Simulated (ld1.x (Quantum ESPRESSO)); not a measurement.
# What the settings do to the TM potential of thallium (Tl)

Base potential:

thallium, norm-conserving Troullier–Martins (Kleinman–Bylander form), made with ld1.x (Quantum ESPRESSO) 7.5 (PBE, non-relativistic). Core [Xe] 4f14, reference 5d10 6s2 6p0 (charge +1). Waves: 6s (bound): rc 1.70 bohr; 6p (bound, empty): rc 2.10 bohr; 5d (bound): rc 1.90 bohr. Local part: all-electron potential smoothed inside 2.05 bohr (lloc = -1). Core correction: none.

Cutoffs, loose and tight: the cutoffs (Ry, on a coarse ladder) from which the occupation-weighted sum of valence levels, in a spherical-Bessel basis at the reference potential, stays within 10 and 1 mRy of its value at 400 Ry. They do not see the model core or the augmentation charge, which bear on the density cutoff. Test errors are all-electron minus pseudo excitation energies from the reference, over the configurations 5d10 6s2 6p1; 5d10 6s1 6p0; 5d10 6s0 6p0; 5d10 6s2 6p0.5; 5d9 6s2 6p1; 5d10 6s0 6p3; 5d10 6s1 6p1. A dash means not determined; rows that change the core or the reference have their own tests.

A true bound ghost makes a file unfit for plane-wave use even where its test errors are small: the radial tests pick states by their node count and pass the ghost by.

```csv
change,outcome,"cutoff, loose","cutoff, tight",bound ghosts,largest test error (meV)
base,generated,50 Ry,110 Ry,s,-139
wave 6s (bound): rc 1.70 bohr becomes 6s (bound): rc 1.90 bohr,generated,50 Ry,80 Ry,s,-94
local potential all-electron potential smoothed inside 1.46 bohr (lloc = -1),generated,50 Ry,110 Ry,"s, p",+86
local potential all-electron potential smoothed inside 1.40 bohr (lloc = -1),generated,50 Ry,110 Ry,"s, p",+86
wave 5d (bound): rc 1.90 bohr becomes 5d (bound): rc 1.94 bohr,generated,50 Ry,110 Ry,s,-138
```

Q: What comes out with this change to the base: reference 5d10 6s2 6p1?

A: outcome: generated; cutoff, loose: 50 Ry; cutoff, tight: 110 Ry; bound ghosts: s; largest test error (meV): +94.

Q: What comes out with this change to the base: functional LDA (PZ)?

A: outcome: generated; cutoff, loose: 55 Ry; cutoff, tight: 110 Ry; bound ghosts: s; largest test error (meV): -138.
